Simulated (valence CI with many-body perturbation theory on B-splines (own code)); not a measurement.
## Ga XXVI: calculated level list

Calculated by relativistic CI+MBPT: four valence electrons over a frozen Dirac-Fock core [He], radial functions for each j: 11 s, 11 p, 9 d, 7 f, 5 g, 2 h, 1 i, with the one-electron correlation potential Σ1, the two-electron term Σ2, the three-electron term Σ3, Breit, model QED; selected CI, second order for the rest (own B-spline code, finite nucleus).

No measured spectrum was set against this ion. As an estimate, levels of excited configurations hold to 0.05 to 0.15 % of their energy, terms of the ground configuration to about 0.5 %. Among the levels kept, up to 270 cm⁻¹ of a level comes from second order outside the variational space, and about a tenth of that is noise between levels of different J, which matters for small intervals.

Levels 1 to 45 of 116, with energies above the lowest level, (2s^2 2p1/2^2) J=0. "Leading %" is the weight of the configuration and term that name the level; weights of strongly mixed levels are sums over their largest components and can fall short. In the jj column 3d3/2^4 stands for four electrons in 3d with j = 3/2. Lifetimes count E1, E2, E3, M1 and M2 decay at the calculated energies, and are blank where another channel may lead or the interval is too uncertain; long ones can be off by a factor of two.

```
No.  Configuration  Term  J  E (eV)  Leading %                Leading jj  Lifetime
  1        2s2 2p2    3P  0     0.0         84       2s^2 2p1/2^2 (95 %)          
  2        2s2 2p2    3P  1    23.2         99   2s^2 2p1/2 2p3/2 (99 %)   10.1 μs
  3        2s2 2p2    3P  2    31.1         59   2s^2 2p1/2 2p3/2 (92 %)    463 μs
  4        2s2 2p2    1D  2    61.0         59       2s^2 2p3/2^2 (92 %)   3.43 μs
  5        2s2 2p2    1S  0    80.8         81       2s^2 2p3/2^2 (93 %)   1.17 μs
  6         2s 2p3   5S°  2    95.4         88   2s 2p1/2^2 2p3/2 (53 %)   2.32 ns
  7         2s 2p3   3D°  1   136.2         70   2s 2p1/2^2 2p3/2 (72 %)   35.7 ps
  8         2s 2p3   3D°  2   139.4         72   2s 2p1/2 2p3/2^2 (66 %)   67.6 ps
  9         2s 2p3   3D°  3   148.2        100  2s 2p1/2 2p3/2^2 (100 %)   91.5 ps
 10         2s 2p3   3P°  0   165.6        100  2s 2p1/2 2p3/2^2 (100 %)   26.7 ps
 11         2s 2p3   3P°  1   168.6         67   2s 2p1/2 2p3/2^2 (82 %)   22.1 ps
 12         2s 2p3   3P°  2   173.7         48   2s 2p1/2 2p3/2^2 (48 %)   22.7 ps
 13         2s 2p3   3S°  1   189.4         63   2s 2p1/2 2p3/2^2 (76 %)   7.42 ps
 14         2s 2p3   1D°  2   202.8         75         2s 2p3/2^3 (53 %)   13.4 ps
 15         2s 2p3   1P°  1   226.9         68         2s 2p3/2^3 (79 %)   7.23 ps
 16            2p4    3P  2   278.0         82    2p1/2^2 2p3/2^2 (95 %)   11.1 ps
 17            2p4    3P  0   296.3         70    2p1/2^2 2p3/2^2 (85 %)   9.01 ps
 18            2p4    3P  1   305.0         99      2p1/2 2p3/2^3 (99 %)   8.64 ps
 19            2p4    1D  2   316.0         82      2p1/2 2p3/2^3 (96 %)   11.9 ps
 20            2p4    1S  0   359.4         68            2p3/2^4 (85 %)   7.06 ps
 21      2s2 2p 3s   3P°  0  1430.3         97      2s^2 2p1/2 3s (97 %)    220 fs
 22      2s2 2p 3s   3P°  1  1431.7         71      2s^2 2p1/2 3s (97 %)    179 fs
 23      2s2 2p 3p    3D  1  1458.0         69   2s^2 2p1/2 3p1/2 (97 %)   11.2 ps
 24      2s2 2p 3s   3P°  2  1461.8         96      2s^2 2p3/2 3s (96 %)    195 fs
 25      2s2 2p 3s   1P°  1  1465.3         71      2s^2 2p3/2 3s (96 %)    138 fs
 26      2s2 2p 3p    3P  0  1470.5         77   2s^2 2p1/2 3p1/2 (91 %)   2.02 ps
 27      2s2 2p 3p    3P  1  1470.8         36   2s^2 2p1/2 3p3/2 (92 %)   2.84 ps
 28      2s2 2p 3p    3D  2  1471.9         71   2s^2 2p1/2 3p3/2 (91 %)   7.07 ps
 29      2s2 2p 3p    3P  1  1493.9         46   2s^2 2p3/2 3p1/2 (75 %)   1.75 ps
 30      2s2 2p 3p    3P  2  1497.0         46   2s^2 2p3/2 3p1/2 (82 %)   2.79 ps
 31      2s2 2p 3d   3F°  2  1498.0         74   2s^2 2p1/2 3d3/2 (98 %)    173 fs
 32      2s2 2p 3p    3D  3  1498.7         96   2s^2 2p3/2 3p3/2 (96 %)   8.80 ps
 33      2s2 2p 3p    3S  1  1498.7         40   2s^2 2p3/2 3p3/2 (51 %)    755 fs
 34      2s 2p2 3s    5P  1  1501.2         57      2s 2p1/2^2 3s (45 %)    441 fs
 35      2s2 2p 3d   3F°  3  1505.9         64   2s^2 2p1/2 3d5/2 (92 %)   46.8 fs
 36      2s2 2p 3d   3P°  2  1506.1         40   2s^2 2p1/2 3d5/2 (96 %)   29.4 fs
 37      2s2 2p 3d   3D°  1  1507.8         59   2s^2 2p1/2 3d3/2 (95 %)   19.6 fs
 38      2s2 2p 3p    1D  2  1509.3         58   2s^2 2p3/2 3p3/2 (82 %)   1.92 ps
 39      2s 2p2 3s    3P  0  1511.9         74      2s 2p1/2^2 3s (58 %)    224 fs
 40      2s 2p2 3s    5P  2  1516.8         94  2s 2p1/2 2p3/2 3s (90 %)    288 fs
 41      2s2 2p 3p    1S  0  1521.7         63   2s^2 2p3/2 3p3/2 (82 %)    726 fs
 42      2s 2p2 3s    5P  3  1528.1         85  2s 2p1/2 2p3/2 3s (69 %)    234 fs
 43      2s 2p2 3p   5D°  0  1528.7         82   2s 2p1/2^2 3p1/2 (70 %)    461 fs
 44      2s 2p2 3p   5D°  1  1529.4         50   2s 2p1/2^2 3p1/2 (67 %)    215 fs
 45      2s 2p2 3s    3P  1  1529.5         85  2s 2p1/2 2p3/2 3s (87 %)    162 fs
```

The ionisation energy to 2s2 2p 2P°_1/2 of the next ion comes out as 2547.7 eV (NIST: 2543.9 ± 2 eV (semi-empirical)). All 116 levels together are meant to be complete up to 1622.1 eV.
